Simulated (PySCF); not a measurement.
# Löwdin shares of the frontier orbitals

Compound: C6H7N.
Cartesian coordinates in Å at the GFN2-xTB level; atoms count from 1:
```
atom  x, y, z in Å
N1     2.9906    1.6217   -0.9233
C2     2.5350    0.6840   -0.4426
C3     1.9967   -0.4731    0.1465
C4     0.6818   -0.6712    0.2981
C5    -0.3505    0.2735   -0.1167
C6    -1.6132    0.3821    0.7070
C7    -1.6662   -0.2620   -0.6333
H8     2.7228   -1.2047    0.4737
H9     0.3354   -1.5879    0.7581
H10    0.0247    1.1829   -0.5697
H11   -1.6968   -0.2452    1.5817
H12   -2.0427    1.3637    0.8312
H13   -2.1320    0.2692   -1.4485
H14   -1.7863   -1.3337   -0.6845
```

Theory: TDDFT CAM-B3LYP/def2-SVPD, vertical, gas phase, core orbitals frozen in the response (PySCF).

Kohn–Sham orbitals with the atoms that hold most of them (Löwdin shares over 4%, at most four atoms; ? is withheld):

```tsv
orbital	ε (eV)	atoms
HOMO-3	-11.17	C5 24%, N1 18%, C2 15%, C7 11%
HOMO-2	-10.95	N1 46%, C2 35%, C3 7%
HOMO-1	-10.64	?
HOMO	-8.75	C3 25%, C4 19%, N1 14%, C5 11%
LUMO	-0.21	?
LUMO+1	1.21	H9 17%, C4 14%, C3 13%, H8 10%
LUMO+2	1.60	C6 14%, C7 14%, H12 12%, H13 12%
```

Question: Give the leading atoms of the HOMO-1.

Answer: C6 (bonded to 2 C and 2 H) 33%; C7 (bonded to 2 C and 2 H) 33%; C5 (bonded to 3 C and H) 14%.

Question: Which atoms hold the LUMO, and with what shares?

Answer: C4 (bonded to 2 C and H) 30%; C3 (bonded to 2 C and H) 22%; N1 (bonded to C) 14%; C2 (bonded to C and N) 12%. By element: carbon 65% or more, nitrogen 14%.

Question: How does S1 compare with the orbital gap of 8.54 eV?

Answer: S1 is at 5.87 eV (f = 0.533), 2.67 eV below the gap, made of HOMO→LUMO (95%). Without the coupling terms of the response equations the lowest excitation would equal the gap.

Question: One configuration dominates each of S1 and S4. Which, and how do the shares of the two leading atoms of either orbital change from the occupied to the empty one?

Answer: 
- S1 (5.87 eV, f 0.533), HOMO→LUMO (95%): C3 25% → 22%, C4 19% → 30%
- S4 (7.30 eV, f 0.0022), HOMO-1→LUMO (96%): C6 33% → at most 13%, C7 33% → at most 13%, C4 at most 4% → 30%, C3 at most 4% → 22%

Löwdin shares depend on the basis, the more so with diffuse functions.

Time: 63 s of wall time (grids of density and orbitals included); peak memory 0.89 GiB. Hardware: one thread, Arm Neoverse N1 (aarch64), no GPU, shared host.

One conformer stands for the species.
